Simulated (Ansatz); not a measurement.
Computed with Ansatz on PBE0-D4/def2-TZVP structures; ΔE is electronic, products minus reactants. CCSD(T)/CBS is the MP2 limit (def2-TZVPP, def2-QZVPP) plus CCSD(T) − MP2 in def2-TZVPP, frozen cores. DFT in def2-TZVPP. B3LYP here is the variant with VWN-RPA as its local correlation; programs differ in this. One conformer a species, not always the lowest.

Reaction (isomerisation): `N[SiH](F)CO` → `N[SiH2]C(O)F`

| level | ΔE (kcal/mol) |
| --- | --- |
| B3LYP-D4 | 47.5 |
| ωB97M-V | 47.9 |
| B2PLYP | 48.9 |
| PBE0 | 46.3 |
| B3LYP | 47.5 |
| HF/def2-TZVPP | 51.7 |
| CCSD(T)/def2-TZVPP | 48.9 |
| HF/def2-QZVPP | 52.3 |

Task: What does CCSD(T)/CBS give? (Best estimate.)

Result: Ansatz gave: +50.1 kcal/mol. The listed levels differ from it by -2.6, -2.2, -1.2, -3.8, -2.6, 1.6, -1.2, 2.2 kcal/mol.

Largest T1 diagnostic among the species: 0.012.

From PBE to PBE0 (25 % exact exchange), in def2-TZVPP and without D4, ΔE moves by +2.7 kcal/mol.
